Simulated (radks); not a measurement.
All-electron atom: Yb in [Xe] 4f14 6s2 (the NIST ground configuration).

All-electron calculation, scalar-relativistic Kohn-Sham, SCAN, spin-polarised, spherical densities, finite nucleus; meta-GGA in the generalised Kohn-Sham scheme; Fermi nuclear charge, rms radius 5.3108 fm. Program: a radial shooting solver on a logarithmic mesh with Libxc functionals.

Energy parts (hartree):
| part | energy |
|---|---|
| total | -14060.2462 |
| kinetic | 15319.4918 |
| electron-nucleus | -34608.3224 |
| Hartree | 5522.5672 |
| exchange-correlation | -293.9828 |

Orbitals (lengths in bohr, moments of r in powers of bohr; <r^-3> diverges for s and p1/2; r(90%) holds 90 % of the orbital's charge):
orbital,occ.,eigenvalue (hartree),<r^4>,<r^-3>,<1/r>,r(90%)
1s,2,-2253.125,7.565e-07,-,80.62,0.0357
2s,2,-382.6368,0.0001161,-,18.82,0.129
2p,6,-337.0948,0.00008927,15980,17.26,0.121
3s,2,-86.63837,0.004325,-,6.960,0.317
3p,6,-72.81677,0.004606,3491,6.471,0.323
3d,10,-55.97909,0.003608,457.3,6.120,0.305
4s,2,-17.21980,0.1048,-,2.931,0.700
4p,6,-12.66220,0.1395,787.5,2.677,0.753
4d,10,-6.64745,0.2173,87.26,2.365,0.843
5s,2,-2.04357,4.097,-,1.098,1.75
5p,6,-1.01745,9.515,93.63,0.8981,2.16
6s,2,-0.14999,488.2,-,0.3215,5.82
4f,14,-0.11253,3.296,12.28,1.731,1.38

The highest occupied level is 4f at -3.062 eV. The density falls to 0.001 e/bohr^3 at r = 5.05 bohr. The electron density at the nucleus is 1.085e+06 e/bohr^3 (large components only).

Empty levels of this run are not shown, since the potential may be unsettled where no density lies.
